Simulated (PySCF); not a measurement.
**Computed properties of SeFI, SMILES F[Se]I**

SeFI, SMILES I[Se]F. Geometry optimised at B3LYP-D3(BJ)/def2-TZVP. The def2 effective core potentials stand for the cores of I; spin–orbit coupling is left out. Other conformers were not sampled. All values are computed for the isolated molecule unless a solvent is named; none is compared with measurement here.

**Structure.** The optimised structure has Cs symmetry. All 3 harmonic modes at B3LYP-D3(BJ)/def2-TZVP (PySCF) are real, so it is a minimum. With heavy atoms numbered as in [Se:1]([F:2])[I:3], the shortest bond between them is Se1–F2 at 1.771 Å and the longest Se1–I3 at 2.514 Å.

**Vibrations.** The strongest infrared lines (harmonic, unscaled, degenerate partners summed) lie at 638 cm⁻¹ (89 km/mol, F 81 %, Se 19 %), 255 cm⁻¹ (10 km/mol, Se 65 %, I 32 %), 161 cm⁻¹ (1 km/mol, F 74 %, I 17 %, Se 9 %). The softest mode is at 161 cm⁻¹ and the zero-point energy is 1.5 kcal/mol.

**Electronic structure.** PBE0/def2-TZVPD (PySCF) places the frontier levels at -6.92 and -3.05 eV, a gap of 3.87 eV, and gives a dipole moment of 1.51 D and a mean polarisability of 65.5 bohr³.

**Excitations.** TDA-M06-2X/def2-SVPD (PySCF) has S1 at 2.36 eV (526 nm, f = 0.001, dark); the most intense of the 10 singlets computed lies at 7.04 eV (f = 0.63). T1 (TDA) is at 1.76 eV, 0.60 eV under S1.
